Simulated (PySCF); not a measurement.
Compound: C₆H₆O₂.
Bonds: C1–C2, C2–O3 (double), C2–O4, O4–C5, C5–C6 (double), C6–C7, C7–C8 (double), C6–C8. Hydrogens: H9, H10, H11 on C1; H12 on C5; H13 on C7; H14 on C8.

NICS is the negative of the GIAO shielding at a point without a nucleus: at the ring centre (0) and 1 Å above and below it (1); zz is the component along the ring normal. Level: GIAO PBE0/pcSseg-1 (PySCF, non-relativistic, gas phase) on the GFN2-xTB geometry, one conformer.

Ring bond lengths (Å), with Mayer bond orders in brackets: C6–C7 1.450 (0.89), C7–C8 1.321 (1.64), C8–C6 1.448 (0.89).

**Question.** Give the NICS values of each ring in ppm.

**Answer.** 
```tsv
ring	type	NICS(0)	NICS(1), two faces	NICS(1)zz, two faces	rms pucker (Å)	centre to ring atoms, mean (Å)
C6–C7–C8	3-membered carbocycle; formal bonds 1 double, 2 single	-24.4	-7.6 / -7.9	-11.8 / -12.5	0.00	0.81
```

**Question.** What do they say, and how far can they be read as aromaticity?

**Answer.** 
- C6–C7–C8: mean NICS(1)zz -12.1 ppm, shielded. A hydrogen on C7, outside the ring, lies 2.09 Å from a NICS(1) probe. NICS(0) lies 17 ppm below the mean NICS(1).

**Question.** How equal are the bonds by HOMA? Use HOMA with the parameters of Krygowski (1993).

**Answer.** 
- C6–C7–C8: HOMA -0.02 = 1 − EN − GEO, with mean bond length 1.407 Å, EN = α(Ropt − mean)² = 0.089 and GEO = α × variance = 0.936.

**Question.** What field does 7.05 T along the ring normal induce along that normal at the second NICS(1) probe listed for ring C6–C7–C8, 1 Å off the ring?

**Answer.** NICSzz × B0 = -12.5 ppm × 7.05 T = -88 μT, against the applied field.

**Question.** List the ring angles and the Hirshfeld charges of the ring atoms.

**Answer.** 
- C6–C7–C8: C6 54.2° (-0.034 e), C7 62.8° (-0.003 e), C8 63.0° (-0.010 e); sum 180.0° against 180° for a flat convex ring.

**Question.** How shielded are the nuclei of the rings and their hydrogens (means over atoms taken as equivalent)?

**Answer.** 
```json
{"atoms": "C6", "environment": "fully substituted alkene carbon", "σ isotropic (ppm)": "74.1", "principal values of the symmetric part, first atom (ppm)": "-34.8, 37.5, 219.4"}
{"atoms": "C7", "environment": "alkene CH carbon", "σ isotropic (ppm)": "41.9", "principal values of the symmetric part, first atom (ppm)": "-76.8, 19.5, 182.9"}
{"atoms": "C8", "environment": "alkene CH carbon", "σ isotropic (ppm)": "55.1", "principal values of the symmetric part, first atom (ppm)": "-67.4, 47.9, 184.8"}
{"atoms": "H13", "environment": "vinylic hydrogen", "σ isotropic (ppm)": "23.38", "principal values of the symmetric part, first atom (ppm)": "20.3, 23.9, 25.9"}
{"atoms": "H14", "environment": "vinylic hydrogen", "σ isotropic (ppm)": "23.96", "principal values of the symmetric part, first atom (ppm)": "21.9, 24.8, 25.2"}
```

The values belong to the conformer `[CH3:1][C:2](=[O:3])[O:4][CH:5]=[C:6]1[CH:7]=[CH:8]1`: C1–C2–O4–C5 180°, C2–O4–C5–C6 31°.
